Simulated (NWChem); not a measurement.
System: SrHOCl; SMILES [OH][Sr][Cl]

```xyz
4

Sr    -0.2416     0.4000     0.0000
Cl     0.2127    -2.2025     0.0003
O      0.5667     2.3782     0.0031
H      1.0293     3.2165    -0.0300
```
Atoms are numbered in this order, from 1.

Results from NWChem. All runs use the structure optimised with PBE0/def2-SVP. def2 effective core potentials on Sr; no spin-orbit coupling. B3LYP is NWChem's, with the RPA form of VWN correlation. Vertical excitations in the gas phase; the lowest state need not have the same character in each row.

Task: Order these by “lowest excitation, singlet (eV)”, lowest first: LRC-wPBEh/def2-SVP, full TDDFT; B3LYP/def2-SVP, full TDDFT; PBE/def2-SVP, full TDDFT; Hartree-Fock/def2-SVP, TDHF.

Result: PBE/def2-SVP, full TDDFT (3.46), B3LYP/def2-SVP, full TDDFT (4.02), LRC-wPBEh/def2-SVP, full TDDFT (4.71), Hartree-Fock/def2-SVP, TDHF (6.24)
